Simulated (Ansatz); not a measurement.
```xyz
5

F    -0.9893   -1.4299    0.4777
Ti   -0.0119   -0.0469    0.1093
F     0.3742    0.7876    1.5784
Cl    1.8173   -0.6886   -0.8640
Br   -1.1903    1.3778   -1.3013
```

The species carries charge 0 and has multiplicity 1.

**Question.** List the r2SCAN/def2-TZVPP orbital energies in eV (the Gaussian-basis code of Ansatz). (An estimate is asked.)

**Answer.** The calculation gave: Occupied: -13122.59, -4858.80, -2754.03, -1695.82, -1526.55, -1526.53, -1526.53, -667.13, -667.13, -540.76, -450.87, -450.85, -450.85, -255.44, -235.47, -193.91, -193.87, -193.86, -175.61, -175.54, -175.53, -69.47, -69.45, -69.44, -69.38, -69.38, -65.87, -42.23, -42.00, -41.77, -31.09, -30.87, -21.60, -20.39, -12.40, -12.33, -11.83, -11.76, -11.63, -11.14, -10.30, -9.66, -9.42, -9.15, -8.48, -8.37. Lowest empty: -4.42, -4.34, -3.72, -3.25, -2.94, -0.04, 2.04, 2.05.
